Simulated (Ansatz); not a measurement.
Ligand exchange: GeH(GeH3)Cl2 + C2H4F2 → GeH2(GeH3)Cl + C2H3ClF2

Species: GeH(GeH3)Cl2, singlet; C2H4F2 (1,1-difluoroethane) `CC(F)F`, singlet; GeH2(GeH3)Cl, singlet; C2H3ClF2 (1-chloro-1,1-difluoroethane) `CC(F)(F)Cl`, singlet. The partners trade Cl for H: Ge–Cl and C–H bonds give way to Ge–H and C–Cl.

Shapes, held fixed at every level: PBE0-D4/def2-TZVP. Programs: Ansatz 0.2.0. The zero-point and thermal change to 298 K, harmonic and unscaled (PBE0-D4/def2-TZVP), is -10.8 kJ/mol.

Question: Estimate ΔH(298 K) of this reaction.

Answer: The highest level, CCSD(T)/def2-TZVPP, gives ΔH(298 K) = +120.1 kJ/mol; the levels span +110.7 to +130.0. The column of differences is taken from that level and isn't an error. No measured value is set beside it here. Relativity is left out for Ge. Outer-core shells of Ge are correlated, in sets that cover them unevenly.

| level | kind | ΔH(298 K) (kJ/mol) | less CCSD(T)/def2-TZVPP |
| --- | --- | --- | --- |
| r2SCAN-D4/def2-TZVPP | meta-GGA | +114.8 | -5.3 |
| BHLYP-D4/def2-TZVPP | global hybrid | +130.0 | +9.9 |
| PBE0-D4/def2-TZVPP | global hybrid | +118.1 | -2.0 |
| r2SCAN0-D4/def2-TZVPP | global hybrid | +119.2 | -0.9 |
| B2PLYP/def2-TZVPP | double hybrid | +123.3 | +3.2 |
| CCSD(T)/def2-SVP | coupled cluster or CI | +110.7 | -9.4 |
| CCSD/def2-SVP | coupled cluster or CI | +114.2 | -5.9 |
| CCSD(T)/def2-TZVPP | coupled cluster or CI | +120.1 | 0.0 |
